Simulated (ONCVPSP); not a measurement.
# Potentials for aluminium compared

Generated with ld1.x 7.5 (TM, RRKJ, ultrasoft, PAW), atompaw 4.2 or ONCVPSP 4.0.1. The cutoff is in Ry: for ld1.x and atompaw files where the sum of valence levels is converged to 10 mRy in a Bessel basis, for ONCV files where the hardest occupied wave has 1 mHa per electron of residual kinetic energy. The error is the largest all-electron minus pseudo excitation energy over each file’s own four to seven test configurations (ionisations up to +4, promotions, holes and added fractions of an electron), all of which were solved. The labels leave out finer settings (local radius, basis sizes, second energies), which also bear on the numbers. Spin-polarised tests are not counted. The rows are a selection from randomly drawn settings: files with unsolved tests, undetermined cutoffs or missed reference levels are left out.

A true bound ghost makes a file unfit for plane-wave use even where its test errors are small: the radial tests pick states by their node count and pass the ghost by.

```tsv
potential	cutoff (Ry)	largest error (meV)	bound ghosts
ONCV, PBE, scalar-relativistic, rc 0.95/0.95/0.85 (spd), local smoothed, core correction yes, reference 2s2 2p6 3s2 3p0.5, qcut 16.6/18.3/13.1, projectors 3/2/2	223	+1.2	none
ONCV, PBE, scalar-relativistic, rc 2.15/2.50 (sp), local smoothed, core correction no, reference 3s2 3p0.5, qcut 3.1/2.9, projectors 1/2	10	+24	none
ONCV, PBE, non-relativistic, rc 1.20/1.00 (sp), local smoothed, core correction yes, reference 2s2 2p6 3s1 3p2, qcut 9.8/12.1, projectors 2/2	131	+1.7	none
```

Task: Fill in the row for Al: ONCV, PW91, scalar-relativistic, rc 1.50/1.50 (sp), local s, core correction yes, reference 3s1, qcut 3.7/6.5, projectors 0/2.

Result: cutoff 49 Ry, largest error +97 meV, bound ghosts: none.

Task: Fill in the row for Al: ONCV, PBEsol, fully relativistic, rc 2.00/2.90 (sp), local smoothed, core correction yes, reference 3s2 3p1, qcut 2.8/3, projectors 3/2.

Result: cutoff 17 Ry, largest error -182 meV, bound ghosts: s.
